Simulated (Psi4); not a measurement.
Input for Psi4:
```
memory 2 GB

molecule {
-1 2
Si    0.00365607    0.07002271   -0.00530607
Cl    2.26795077   -0.18957287    0.06996598
Cl   -2.27586797    0.03793873   -0.05847569
H     0.01104551    0.89550759    1.19548080
H     0.07236210    0.70195473   -1.31653085
}

set {
  basis aug-cc-pvdz
  reference uks
}

energy('blyp')
print_variables()
```

Task: Estimate the <S^2> that Psi4 with BLYP/aug-cc-pVDZ returns for this input.

Result: 0.752

Task: Predict the number of basis functions from BLYP/aug-cc-pVDZ.

Result: 99

Task: What is the computed total energy (BLYP/aug-cc-pVDZ)?

Result: -1211.1941 Eh

Task: Give the nuclear repulsion energy at the level BLYP/aug-cc-pVDZ.

Result: 167.5459 Eh

A gas-phase anion may not be bound at this level; its values then depend on the basis.

These values belong to the state on which the SCF converged, which isn't shown to be the lowest.

Task: Roughly what does it cost on one core?

Result: roughly 11 core-seconds.
